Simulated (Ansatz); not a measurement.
# C2H9BO3Si2: where a starting geometry ends

The starting geometry of this gas-phase singlet was optimised with GFN2-xTB; its bonds are those of `[SiH3]OB1OCC[SiH2]O1`.

```csv
atom,x (Å),y (Å),z (Å)
C,1.4392,0.1187,0.7296
C,1.1370,0.7740,2.0794
B,-0.8887,0.1471,-0.0023
O,-1.8586,-0.4400,-0.7031
O,0.3194,-0.4728,0.0930
O,-1.1430,1.3350,0.6125
Si,-2.2585,-1.7163,-1.6079
Si,-0.2793,2.0245,1.8015
H,-3.6107,-2.0271,-1.1453
H,-1.3527,-2.8493,-1.4143
H,-2.2184,-1.2516,-2.9957
H,1.8640,0.8691,0.0491
H,2.1673,-0.6925,0.8438
H,0.8291,-0.0011,2.7832
H,2.0598,1.2074,2.4603
H,-1.1711,2.1183,2.9537
H,0.2070,3.2937,1.2601
```

Predict what becomes of its bonds when it is optimised with PBE0-D3(BJ)/def2-SVP.

It keeps its bonds, and is `[SiH3]OB1OCC[SiH2]O1`.

The energy falls by 0.29 eV over 18 steps:

```json
{"step": "1", "E − E(last) (eV)": "0.294"}
{"step": "3", "E − E(last) (eV)": "0.059"}
{"step": "5", "E − E(last) (eV)": "0.039"}
{"step": "7", "E − E(last) (eV)": "0.026"}
{"step": "9", "E − E(last) (eV)": "0.015"}
{"step": "10", "E − E(last) (eV)": "0.010"}
{"step": "12", "E − E(last) (eV)": "0.004"}
{"step": "14", "E − E(last) (eV)": "0.000"}
{"step": "16", "E − E(last) (eV)": "0.000"}
{"step": "18", "E − E(last) (eV)": "0.000"}
```

Final geometry (Å):

```xyz
17

C     1.2951    0.1530    0.5133
C     1.1485    0.7148    1.9262
B    -1.1247    0.2313    0.1030
O    -2.1708   -0.3461   -0.5454
O     0.0958   -0.3905    0.0067
O    -1.3224    1.3772    0.8183
Si   -2.1277   -1.7311   -1.4864
Si   -0.2183    2.0060    1.9128
H    -3.5118   -1.9387   -1.9942
H    -1.7153   -2.9127   -0.6741
H    -1.1956   -1.5624   -2.6391
H     1.6585    0.9414   -0.1730
H     2.0431   -0.6546    0.4899
H     0.8846   -0.0984    2.6235
H     2.1081    1.1351    2.2678
H    -0.8734    2.1884    3.2382
H     0.2680    3.3242    1.4102
```

No frequencies were run, so the end isn't proven a minimum. Run with Ansatz 0.2.0, 51 s on 4 threads of Arm Neoverse V2, with other jobs on the host.
